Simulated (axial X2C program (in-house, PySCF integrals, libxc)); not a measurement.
**Potential curves of TiCl⁻, spin-free**

Computed with an in-house all-electron X2C program for linear molecules (integrals from PySCF). Spin-free means the one-electron spin-free X2C Hamiltonian. Basis: Ti dyall-acv3z [11s11p7d4f2g], Cl dyall-av3z [9s8p3d2f] (cores contracted in-house); Gaussian nuclei, density fitting, unrestricted open shells. Masses: Ti 47.948 u, Cl 34.969 u.

State: M_S = 1, Λ = 3 (beyond evenly filled blocks: π+α, δ+α). Energies in kJ/mol from the fragments at the same level (Ti + Cl-). Fits are polynomials in 1 − R0/R over 0.85 to 1.23 times the lowest point R0.

```tsv
R (Å)	HF	CCSD(T)	PBE0	CCSD
2.0488	-52.78		-142.29	
2.1431	-103.37	-139.82	-174.67	-137.34
2.2137	-127.73	-159.81	-188.04	-157.96
2.2843	-143.45	-171.88	-194.60	-170.56
2.3550	-152.59	-177.97	-196.10	-177.07
2.4374	-157.05	-179.53	-193.23	-179.01
2.5198	-156.70	-176.87	-186.94	-176.64
2.6258	-151.56	-169.38	-175.73	-169.42
2.7553	-141.05		-159.59	
2.9438	-122.30		-135.00
```

Correlated methods: 12 electrons correlated (number of frozen shells: Ti 3 s, 2 p; Cl 2 s, 1 p), 296 virtual spin orbitals or spinors in MP2, 90 natural virtuals in coupled cluster.

Occupations by symmetry block were frozen at the best pattern of an incomplete PBE0 search. De is counted from the lowest determinant-based energies of the atoms at the same level, without counterpoise correction. CCSD and (T) use frozen natural virtuals with an MP2 correction for the truncation; (T) itself is uncorrected, so its De runs slightly low. Other states lie close and PBE0, whose exact exchange favours high spin, may order them wrongly; the determinant shown need not be the ground state. The nearest other spin-free determinant of the search, M_S = 1, Λ = 0, lies 0.015 eV up at the distance of the search. The functionals have no current-density term, which raises determinants with orbital currents, atoms included. The outer-core s and p shells of the metal are frozen in the correlated rows, which leaves out core–valence correlation; for alkali and alkaline-earth bonds that tends to lengthen them. The highest occupied level of some functionals is positive through self-interaction error; at Hartree–Fock it is bound. The determinant is spin-polarised beyond a pure state at some levels (its spin-free form has ⟨S²⟩ too high), which makes Re and μ there less reliable. Hartree–Fock gets electron affinities wrong, so its lowest charge split need not be the true one. Coupled cluster ran on the points near the minimum only. MP2 and coupled cluster on one determinant become unreliable at the stretched end.

(1) Fit the HF curve near its minimum: give the equilibrium distance, the harmonic wavenumber and the well depth.

(2) Fit the CCSD(T) curve near its minimum: give the equilibrium distance, the harmonic wavenumber and the well depth.

(3) What are Re, ωe and De at the PBE0 level?

(4) What are Re, ωe and De at the CCSD level?

## Answers

(1) At HF, spin-free: Re = 2.470 Å, ωe ≈ 291 cm⁻¹, De = 1.63 eV to Ti + Cl-; Be follows as 0.137 cm⁻¹.

(2) At CCSD(T), spin-free: Re = 2.422 Å, ωe ≈ 303 cm⁻¹, De = 1.86 eV to Ti + Cl-; Be follows as 0.142 cm⁻¹.

(3) At PBE0, spin-free: Re = 2.345 Å, ωe ≈ 329 cm⁻¹, De = 2.03 eV to Ti + Cl-; Be follows as 0.152 cm⁻¹.

(4) At CCSD, spin-free: Re = 2.428 Å, ωe ≈ 302 cm⁻¹, De = 1.86 eV to Ti + Cl-; Be follows as 0.141 cm⁻¹.
